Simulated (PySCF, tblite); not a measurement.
Isomers of C5H11ClOSi, one GFN2-xTB conformer each. Single-point energies are computed at PBE0/pcSseg-1 (PySCF, gas phase, no added dispersion term), electronic only.

```csv
SMILES,GFN2-xTB relative energy (kJ/mol)
C=C[SiH2][C@](C)(Cl)CO,292.5
C/C([SiH3])=C(/Cl)CCO,221.2
C[Si](C)(C)CC(=O)Cl,196.4
CC[Si@H](CCl)CC=O,269.5
CO[Si@@H](Cl)CC1CC1,0.0
```

Conformers: `[CH2:1]=[CH:2][SiH2:3][C@:4]([CH3:5])([Cl:6])[CH2:7][OH:8]` with C1–C2–Si3–C4 -118°, C2–Si3–C4–C5 56°, Si3–C4–C7–O8 176°, C4–C7–O8–H -54°; `[CH3:1]/[C:2]([SiH3:3])=[C:4](/[Cl:5])[CH2:6][CH2:7][OH:8]` with C2–C4–C6–C7 -96°, C4–C6–C7–O8 66°, C6–C7–O8–H -58°; `[CH3:1][Si:2]([CH3:3])([CH3:4])[CH2:5][C:6](=[O:7])[Cl:8]` with Si2–C5–C6–O7 -83°; `[CH3:1][CH2:2][Si@H:3]([CH2:4][Cl:5])[CH2:6][CH:7]=[O:8]` with C1–C2–Si3–C4 179°, C2–Si3–C4–Cl5 -61°, C2–Si3–C6–C7 164°, Si3–C6–C7–O8 86°; `[CH3:1][O:2][Si@@H:3]([Cl:4])[CH2:5][CH:6]1[CH2:7][CH2:8]1` with C1–O2–Si3–Cl4 53°, O2–Si3–C5–C6 61°, Si3–C5–C6–C7 152°.

Question: What does PBE0/pcSseg-1 give for the same structures?

Answer: 
```csv
SMILES,PBE0/pcSseg-1 E (Eh),PBE0/pcSseg-1 (kJ/mol),GFN2-xTB (kJ/mol),point group
CO[Si@@H](Cl)CC1CC1,-1021.47518,0.0,0.0,C1
C[Si](C)(C)CC(=O)Cl,-1021.47073,11.7,196.4,C1
CC[Si@H](CCl)CC=O,-1021.42252,138.3,269.5,C1
C=C[SiH2][C@](C)(Cl)CO,-1021.38811,228.6,292.5,C1
C/C([SiH3])=C(/Cl)CCO,-1021.38375,240.1,221.2,C1
```

Both levels put the same isomer lowest; measured from each level's own lowest isomer, the values differ by up to 184.7 kJ/mol (C[Si](C)(C)CC(=O)Cl: 196.4 against 11.7). As drawn, the lowest has a three-membered ring and an Si–O bond, which the highest lacks; the highest has an O–H bond and a C=C bond outside aromatic rings, which the lowest lacks.

Question: Which frontier levels, dipoles and rotational constants go with these structures?

Answer: 
```
                SMILES  HOMO (eV, PBE0/pcSseg-1)  LUMO (eV)  dipole (D)       A, B, C (MHz)
   CO[Si@@H](Cl)CC1CC1                     -7.66       1.15        1.44  2289, 763.8, 623.2
   C[Si](C)(C)CC(=O)Cl                     -8.21      -0.75        3.76  2060, 881.5, 785.3
     CC[Si@H](CCl)CC=O                     -7.30      -0.68        2.92   1264, 1116, 688.7
C=C[SiH2][C@](C)(Cl)CO                     -7.83      -0.58        2.02  2395, 847.2, 779.7
 C/C([SiH3])=C(/Cl)CCO                     -7.22      -0.53        1.10   1779, 1027, 751.4
```

Question: What happens when harmonic zero-point energies from GFN2-xTB frequencies are added?

Answer: 
| SMILES | ZPE (kJ/mol) | electronic (kJ/mol) | with ZPE (kJ/mol) |
| --- | --- | --- | --- |
| CO[Si@@H](Cl)CC1CC1 | 394.6 | 0.0 | 0.0 |
| C[Si](C)(C)CC(=O)Cl | 388.1 | 11.7 | 5.3 |
| CC[Si@H](CCl)CC=O | 386.1 | 138.3 | 129.8 |
| C=C[SiH2][C@](C)(Cl)CO | 379.4 | 228.6 | 213.4 |
| C/C([SiH3])=C(/Cl)CCO | 377.1 | 240.1 | 222.6 |

The zero-point energies span 17.5 kJ/mol. The order is unchanged.

Question: As an exercise, what shares would exp(−E/RT) give at 2000 K from these electronic energies alone (no entropy, no degeneracies)?

Answer: RT = 16.629 kJ/mol: CO[Si@@H](Cl)CC1CC1 66.9 %, C[Si](C)(C)CC(=O)Cl 33.1 %, CC[Si@H](CCl)CC=O under 0.1 %, C=C[SiH2][C@](C)(Cl)CO under 0.1 %, C/C([SiH3])=C(/Cl)CCO under 0.1 %.
